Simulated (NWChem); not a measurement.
System: GeH3Cl; SMILES [Cl][GeH3]

Task: Give the equilibrium geometry at B3LYP/6-31G* (spherical d) (NWChem) as an XYZ file, with the point group.

Result: point group C3v; any orientation.
```
5

Ge     0.0000     0.0000    -0.6965
Cl     0.0000     0.0000     1.4909
H      1.4175    -0.4022    -1.1459
H     -0.3604     1.4287    -1.1459
H     -1.0570    -1.0265    -1.1459
```
